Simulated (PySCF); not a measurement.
Isomers of C4H2F2O3, mass 135.997 u with the commonest isotopes. Computed with B3LYP/def2-SVPD in PySCF (dipole) on a GFN2-xTB geometry, gas phase. One conformer each, none proved a minimum here; rigid rotors.

Question: Order these by rotational constant B, smallest first.
A. `[O:1]=[C:2]1[O:3][C:4](=[O:5])[CH:6]1[CH:7]([F:8])[F:9]` with C4–C6–C7–F8 -176°
B. `[O:1]=[c:2]1[o:3][cH:4][c:5]([CH:6]([F:7])[F:8])[o:9]1` with C4–C5–C6–F7 58°
C. `[O:1]=[C:2]1[CH:3]=[CH:4][O:5][C:6]([F:7])([F:8])[O:9]1` with O1–C2–C3–C4 -171°, C3–C4–O5–C6 -14°, C4–O5–C6–F7 157°, O5–C6–O9–C2 -36°

Answer: B (950.2 MHz), A (1505 MHz), C (1584 MHz).

Question: Order these by dipole moment, largest first.
A. `[O:1]=[C:2]1[O:3][C:4](=[O:5])[CH:6]1[CH:7]([F:8])[F:9]` with C4–C6–C7–F8 -176°
B. `[O:1]=[C:2]1[CH:3]=[CH:4][O:5][C:6]([F:7])([F:8])[O:9]1` with O1–C2–C3–C4 -171°, C3–C4–O5–C6 -14°, C4–O5–C6–F7 157°, O5–C6–O9–C2 -36°
C. `[O:1]=[c:2]1[o:3][cH:4][c:5]([CH:6]([F:7])[F:8])[o:9]1` with C4–C5–C6–F7 58°

Answer: B (4.24 D), A (2.81 D), C (2.46 D).

Question: Order these by rotational constant C, largest first.
A. `[O:1]=[C:2]1[CH:3]=[CH:4][O:5][C:6]([F:7])([F:8])[O:9]1` with O1–C2–C3–C4 -171°, C3–C4–O5–C6 -14°, C4–O5–C6–F7 157°, O5–C6–O9–C2 -36°
B. `[O:1]=[C:2]1[O:3][C:4](=[O:5])[CH:6]1[CH:7]([F:8])[F:9]` with C4–C6–C7–F8 -176°
C. `[O:1]=[c:2]1[o:3][cH:4][c:5]([CH:6]([F:7])[F:8])[o:9]1` with C4–C5–C6–F7 58°

Answer: A (1252 MHz), B (1095 MHz), C (907.4 MHz).

| SMILES | point group | Ia (u·Å²) | Ib (u·Å²) | Ic (u·Å²) | κ | μa (D) | μb (D) | μc (D) |
| --- | --- | --- | --- | --- | --- | --- | --- | --- |
| O=c1occ(C(F)F)o1 | Cs | 113.83 | 531.88 | 556.98 | -0.98 | 2.26 | 0.97 | 0.00 |
| O=C1C=COC(F)(F)O1 | C1 | 173.20 | 319.08 | 403.70 | -0.60 | 0.24 | 4.23 | 0.14 |
| O=C1OC(=O)C1C(F)F | C1 | 220.39 | 335.80 | 461.59 | -0.32 | 0.69 | 1.50 | 2.27 |
